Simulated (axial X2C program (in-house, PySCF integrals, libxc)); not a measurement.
# Spin–orbit effects down a group: molecules with Ni, PBE0

Computed with an in-house all-electron X2C program for linear molecules (integrals from PySCF), spin-free (one-electron X2C) or two-component (2c: spin–orbit coupling with atomic mean-field Coulomb and Gaunt terms, which also bring small scalar terms), in Dyall basis sets with cores contracted in-house; open shells are unrestricted.

Basis sets: C dyall-v3z, Ge dyall-cv3z, Ni dyall-cv3z, Si dyall-v3z.

```
molecule  spin-free state  Re (Å)  ωe (cm⁻¹)  De (eV)  2c state  Re 2c (Å)  ωe 2c (cm⁻¹)  De 2c (eV)
     NiC   M_S = 0, Λ = 0   1.583      986.0     3.14     Ω = 0      1.583         984.3         n/a
    NiSi   M_S = 0, Λ = 3   2.184      375.7     2.13     Ω = 3      2.184         376.0         n/a
    NiGe   M_S = 0, Λ = 3   2.255      275.4     1.97     Ω = 3      2.257         274.6         n/a
```

Each entry is the lowest single determinant of a limited PBE0 search at one distance. De goes to single-determinant-based atoms at the same level (for ions the charge split of lowest energy) and is withheld (n/a) where an atom does not fit its ground term or J level. Main or longest-lived isotopes. One determinant is a doubtful description, or other states lie close, for NiC, NiSi, NiGe; these need not be ground states, and all values refer to the states named. With several unpaired electrons the Ω given is that of one determinant, not necessarily of the lowest component. The functionals have no current term, which raises determinants with orbital currents.
